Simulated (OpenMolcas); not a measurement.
# Multiconfigurational calculation on Al+

Input:

```
&GATEWAY
Coord
1

Al 0.0 0.0 0.0
Basis=ANO-RCC-VDZ
Group=XYZ
NoMove
AngMom=0.0 0.0 0.0
AMFI
&SEWARD
Relativistic=R04O02
&RASSCF
FileOrb=start.orb
Symmetry=1
Spin=3
nActEl=2 0 0
Inactive=2 3
Ras2=1 3
CIRoot=3 3 1
SDav=3
CIMx=300
Iter=120 100
PrWF=0.3
OrbListing=Nothing
MaxOrb=0
Atom
>>> COPY $Project.JobIph JOB001
&RASSCF
FileOrb=start.orb
Symmetry=1
Spin=1
nActEl=2 0 0
Inactive=2 3
Ras2=1 3
CIRoot=1 1 1
SDav=7
CIMx=300
Iter=120 100
PrWF=0.3
OrbListing=Nothing
MaxOrb=0
Atom
>>> COPY $Project.JobIph JOB002
&RASSCF
FileOrb=start.orb
Symmetry=2
Spin=3
nActEl=2 0 0
Inactive=2 3
Ras2=1 3
CIRoot=3 3 1
SDav=3
CIMx=300
Iter=120 100
PrWF=0.3
OrbListing=Nothing
MaxOrb=0
Atom
>>> COPY $Project.JobIph JOB003
&RASSCF
FileOrb=start.orb
Symmetry=2
Spin=1
nActEl=2 0 0
Inactive=2 3
Ras2=1 3
CIRoot=3 3 1
SDav=3
CIMx=300
Iter=120 100
PrWF=0.3
OrbListing=Nothing
MaxOrb=0
Atom
>>> COPY $Project.JobIph JOB004
&RASSI
NrOfJobIphs=2 1 3
1
1 2 3
IphNames
JOB002
JOB003
EJob
SpinOrbit
DIPRint=1.0
SOCoupling=1000.0
Subsets=2
MEES
Property=10
'ANGMOM' 1 'ANGMOM' 2 'ANGMOM' 3 'MLTPL  1' 1 'MLTPL  1' 2 'MLTPL  1' 3
'AMFI' 1 'AMFI' 2 'AMFI' 3 'MLTPL  2' 6
SOProperty=3
'ANGMOM' 1 'ANGMOM' 2 'ANGMOM' 3
```

Launched by
```bash
OMP_NUM_THREADS=1 MOLCAS_MEM=2252 MOLCAS_PROJECT=a pymolcas a.inp > a.log  # once for each step of the input, in one work folder
```

A driver script runs the steps one by one and writes start.orb anew before each from the orbitals found so far.

Output, cut to the results:

```
--- SEWARD ---
Basis set label: AL.ANO-RCC...4S3P.

      Electronic valence basis set:
      ------------------
      Associated Effective Charge  13.000000 au
      Associated Actual Charge     13.000000 au
      Nuclear Model: Point charge

      Shell  nPrim  nBasis  Cartesian Spherical Contaminant
         s      17       4        X
         p      12       3        X
Relativistic=R04O02
                  Relativistic Douglas-Kroll-Hess integrals:
                    - DKH order of Hamiltonian: 4
                    - DKH order of Properties : 2
--- RASSCF ---
Wave function specifications:
      -----------------------------

      Number of closed shell electrons          10
      Number of electrons in active shells       2
      Max number of holes in RAS1 space          0
      Max nr of electrons in RAS3 space          0
      Number of inactive orbitals                5
      Number of active orbitals                  4
      Number of secondary orbitals               4
      Spin quantum number                      1.0
      State symmetry                             1
Orbital specifications:
      -----------------------

      Symmetry species                           1   2
                                                ag  au
      Frozen orbitals                            0   0
      Inactive orbitals                          2   3
      Active orbitals                            1   3
      RAS1 orbitals                              0   0
      RAS2 orbitals                              1   3
      RAS3 orbitals                              0   0
      Secondary orbitals                         1   3
      Deleted orbitals                           0   0
      Number of basis functions                  4   9
      Number of CSFs                             3
      Number of root(s) required                 3
      Iter CI   SX   CI       RASSCF       Energy    max ROT     max BLB   max BLB  Level Ln srch  Step   QN
          iter iter root      energy       change     param      element    value   shift minimum  type update
 Nr of preliminary CI iterations:   1
 ###############################################################################
 ###############################################################################
 ###                                                                         ###
 ###                                                                         ###
 ###    WARNING: Problems in orbital optimization.                           ###
 ###                                                                         ###
 ###                                                                         ###
 ###############################################################################
 ###############################################################################
  Warning: In symmetry  1, orbital p=   3 has diagonal density matrix element D(p,p) close to zero. D(p,p)=  0.000000E+00
        1   1    2    0  -241.70963773    0.00E+00   9.72E-08    2   4 1 -1.16E-06   0.50   0.00    SX    NO
        ...
 ###############################################################################
 ###############################################################################
  Warning: In symmetry  1, orbital p=   3 has diagonal density matrix element D(p,p) close to zero. D(p,p)=  0.000000E+00
        4   1    1    0  -241.70963773   -1.42E-13   0.00E+00    2   4 1 -2.58E-08   0.50   0.00    SX    NO
      Convergence after  4 iterations
        5   1    1    0  -241.70963773   -1.71E-13   0.00E+00    2   4 1 -2.58E-08   0.50   0.00    SX    NO
      Natural orbitals and occupation numbers for root  1
      sym 1:   0.000000
      sym 2:   1.000000   1.000000   0.000000
      Natural orbitals and occupation numbers for root  2
      sym 1:   0.000000
      sym 2:   1.000000   0.000000   1.000000
      Natural orbitals and occupation numbers for root  3
      sym 1:   0.000000
      sym 2:   0.000000   1.000000   1.000000
::    RASSCF root number  1 Total energy:   -241.70963773
::    RASSCF root number  2 Total energy:   -241.70963773
::    RASSCF root number  3 Total energy:   -241.70963773
--- RASSCF ---
Wave function specifications:
      -----------------------------

      Number of closed shell electrons          10
      Number of electrons in active shells       2
      Max number of holes in RAS1 space          0
      Max nr of electrons in RAS3 space          0
...
--- RASSI ---
SPIN-FREE ENERGIES:
  (Shifted by EMIN (a.u.) =       -242.1416054830)

 SF State       Relative EMIN(au)   Rel lowest level(eV)    D:o, cm**(-1)      L_eff

     1             0.0000000000        0.0000000000              0.0000         0.0
     2             0.1693372964        4.6079025793          37165.2407         1.0
     3             0.1693372964        4.6079025793          37165.2407         1.0
     4             0.1693372964        4.6079025793          37165.2407         1.0
     Dipole printing threshold changed to   1.00000000E+00

++ Dipole transition strengths (spin-free states):
   -----------------------------------------------
     for osc. strength at least  1.00000000E+00

  ( Max oscillator strength is only    0.0000000000000000      )
--
Eigenvalues of complex Hamiltonian:
   -----------------------------------
  (Shifted by EMIN (a.u.) =       -242.1416054830)

 SO State       Relative EMIN(au)   Rel lowest level(eV)    D:o, cm**(-1)     J-value

     1             0.0000000000        0.0000000000              0.0000         0.0
     2             0.1688689125        4.5951572036          37062.4423         0.0
     3             0.1691031045        4.6015298914          37113.8415         0.6
     4             0.1691031045        4.6015298914          37113.8415         0.6
     5             0.1691031045        4.6015298914          37113.8415         1.0
     6             0.1695714884        4.6142752672          37216.6399         1.8
     7             0.1695714884        4.6142752672          37216.6399         2.0
     8             0.1695714884        4.6142752672          37216.6399         1.8
     9             0.1695714884        4.6142752672          37216.6399         1.0
    10             0.1695714884        4.6142752672          37216.6399         1.0
Weights of the five most important spin-orbit-free states for each spin-orbit state.

...
```

The J values that RASSI prints are effective ones from its own formula and need not be integers or half-integers; the table below assigns J from the states.

Levels above the lowest, from the spin-orbit matrix, grouped by J:

| Configuration | Term | J | E (cm-1) | Measured (cm-1) | g | Term weight % |
| --- | --- | --- | --- | --- | --- | --- |
| 3s2 | 1S | 0 | 0.0 | 0.0 |  | 100 |
| 3s 3p | 3P* | 0 | 37062 | 37393 |  | 100 |
| 3s 3p | 3P* | 1 | 37114 | 37454 | 1.501 | 100 |
| 3s 3p | 3P* | 2 | 37217 | 37578 | 1.501 | 100 |

Against the 3 measured excited levels shown (NIST Handbook of Basic Atomic Spectroscopic Data) the mean absolute deviation is 340 cm-1; the largest miss in energy is 3s 3p 3P* 2: computed 37217, measured 37578 cm-1 (-1.0 %).

Without dynamic correlation excited terms often stand tens of per cent too high (terms of higher spin than the ground term too low), and those without a measured partner can miss by more than the paired ones. Computed and measured levels are paired by configuration, term and J; levels that our copy of the source lacks, or whose pairing is in doubt (as where it misses far off the trend of its configuration), stay unpaired and out of the deviations. Levels of configurations outside the active space are missing. The first state left out of the spin-orbit step lies near 67000 cm-1 above the lowest spin-free state of the reference (among the parities and spins computed), and the list stops at four fifths of that energy or lower.

The RASSCF and RASSI steps took 9.5 s on 1 thread of AMD EPYC 9R14 (Zen 4), on a shared host; the integral step is not counted.

The term weight is that of the spin-free term in the level, not the purity of its configuration. * marks odd parity.
